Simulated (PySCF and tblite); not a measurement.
The numbers below are computed, except where a source is named.
C₉H₁₂, numbered as in [CH:1]#[C:2][CH:3]1[CH2:4][CH2:5][CH:6]=[CH:7][CH2:8][CH2:9]1.

Conformers came from 60 starts (ETKDG and KDG, MMFF94s, GFN2-xTB); geometries are GFN2-xTB. Free energies are B3LYP-D3(BJ)/def2-SVP (IEF-PCM, acetone) single points with GFN2-xTB rigid-rotor and vibrational terms (plain harmonic). Symmetry numbers and mirror images are counted. Conformers within 2.5 kcal/mol (GFN2-xTB free energy) were kept, 3 at most. Of two unlike H on one atom, a is the less shielded (mPW1PW91/pcSseg-1 (IEF-PCM, acetone)). (PySCF 2.14, tblite 0.8.)

An NOE distance is ⟨r⁻⁶⟩^(−1/6) over all pairs of like atoms and, for the average, over conformers.

The 7-ring runs over atoms 3–4–5–6–7–8–9. Of a mirror pair one member is shown.

| conformer | shape | weight % |
| --- | --- | --- |
| 1 | 7-ring puckered (ring torsions -78, 62, 0, -62, 78, -67, 67°) | 42.2 |
| 2 | 7-ring puckered (ring torsions 79, -63, 0, 63, -79, 65, -65°) | 30.3 |
| 3 | 7-ring puckered (ring torsions 82, -32, -4, -32, 82, -44, -44°) | 27.5 |

(1) Which H–H contacts under 3.5 Å would NOEs report (pairs on one atom left out) at 298.15 K?

Results:

(1) 
```json
{"pair": "H3 ··· H4a/H9a", "in 1 (Å)": "2.50", "in 2 (Å)": "2.46", "in 3 (Å)": "2.37", "average (Å)": "2.45"}
{"pair": "H3 ··· H4b/H9b", "in 1 (Å)": "3.06", "in 2 (Å)": "2.40", "in 3 (Å)": "2.72", "average (Å)": "2.67"}
{"pair": "H3 ··· H5b/H8b", "in 1 (Å)": "2.41", "in 2 (Å)": "4.25", "in 3 (Å)": "2.97", "average (Å)": "2.70"}
{"pair": "H5a/H8a ··· H6/H7", "in 1 (Å)": "2.62", "in 2 (Å)": "3.20", "in 3 (Å)": "2.76", "average (Å)": "2.77"}
{"pair": "H4a/H9a ··· H5b/H8b", "in 1 (Å)": "2.87", "in 2 (Å)": "2.89", "in 3 (Å)": "2.67", "average (Å)": "2.81"}
{"pair": "H4a/H9a ··· H5a/H8a", "in 1 (Å)": "2.63", "in 2 (Å)": "3.30", "in 3 (Å)": "2.82", "average (Å)": "2.81"}
{"pair": "H4b/H9b ··· H5a/H8a", "in 1 (Å)": "2.89", "in 2 (Å)": "2.86", "in 3 (Å)": "2.67", "average (Å)": "2.81"}
{"pair": "H5b/H8b ··· H6/H7", "in 1 (Å)": "3.19", "in 2 (Å)": "2.62", "in 3 (Å)": "2.76", "average (Å)": "2.83"}
{"pair": "H4b/H9b ··· H5b/H8b", "in 1 (Å)": "3.31", "in 2 (Å)": "2.63", "in 3 (Å)": "2.82", "average (Å)": "2.87"}
```

Longer pairs under the limit may be missing.
